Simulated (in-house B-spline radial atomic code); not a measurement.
Configurations of the chlorine ion Cl⁺, with energies counted from [Ne] 3s2 3p4. Computed with a B-spline radial code for spherical atoms: Dirac-Hartree-Fock, average of configuration, Fermi nucleus of rms radius 3.3654 fm. Energies include first-order Breit, QED and recoil terms.

Occupations are held fixed; configurations that lie above the ionisation limit could autoionise.

```
   configuration  E - E(ref) (eV)  highest orbital  its <r> (bohr)
    [Ne] 3s1 3p5           15.312            3p3/2           1.713
[Ne] 3s2 3p3 3d1           16.098            3d5/2           3.072
[Ne] 3s2 3p3 5g1           22.126            5g9/2           13.75
[Ne] 3s2 3p3 7d1           23.045            7d5/2           30.94
[Ne] 3s1 3p4 5d1           36.595            5d5/2           14.02
[Ne] 3s1 3p4 6d1           37.458            6d5/2           21.61
[Ne] 3s1 3p4 6g1           37.712            6g9/2              22
```

(1) Order these further configurations by energy, lowest first.
A. [Ne] 3s2 3p3 6f1
B. [Ne] 3s1 3p4 5f1
C. [Ne] 3s2 3p3 5f1
D. [Ne] 3s1 3p4 7g1
E. [Ne] 3s1 3p4 7f1

(2) How far above the reference does [Ne] 3s2 3p3 7f1 lie?

(3) How far above the reference does [Ne] 3s1 3p4 6f1 lie?

Results:

(1) C (22.119 eV), A (22.786 eV), B (37.038 eV), E (38.109 eV), D (38.113 eV).

(2) 23.189 eV; its least bound orbital is 7f5/2 with <r> = 33.6 bohr.

(3) 37.706 eV; its least bound orbital is 6f5/2 with <r> = 23.86 bohr.
